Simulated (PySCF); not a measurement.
**I: excitation energy**

I [Kr] 4d10 5s2 5p5 (2P) → I [Kr] 4d10 5s2 5p4 5d1 (high-spin determinant), as a difference of total energies. Computed with PySCF 2.14 in aug-cc-pVTZ-DK3 (8s7p5d2f, 68 functions), with the spin-free X2C one-electron Hamiltonian (Gaussian nucleus). Correlated levels: valence: [Kr] 4d10 frozen. The calculations carry no spin-orbit coupling.

| method | excitation energy (eV) |
| --- | --- |
| UHF | 8.077 |
| LDA | 8.654 |
| PBE | 8.348 |
| PBE0 | 8.457 |
| r2SCAN | 8.509 |
| TPSSh | 8.505 |
| r2SCANh | 8.527 |
| M06-L | 8.499 |
| B3LYP | 8.609 |
| MP2 (valence) | 8.598 |
| SCS-MP2 (valence) | 8.692 |

**Question.** How much does correlation contribute at MP2 (valence)?

**Answer.** 8.598 − (8.077) = 0.521 eV, measured against UHF.

A first-order spin-orbit estimate (lowest level to lowest level, LS coupling) adds 0.006 eV.

The promoted electron is Rydberg-like, and one or two diffuse shells describe it only roughly, which tends to raise the upper state.

In the upper state the promoted electron has a positive orbital energy at LDA, PBE, r2SCAN, TPSSh, M06-L, so the basis confines it.

The determinant of the upper state mixes LS terms, which raises its energy above the lowest term, most at the Hartree-Fock and MP2 levels.
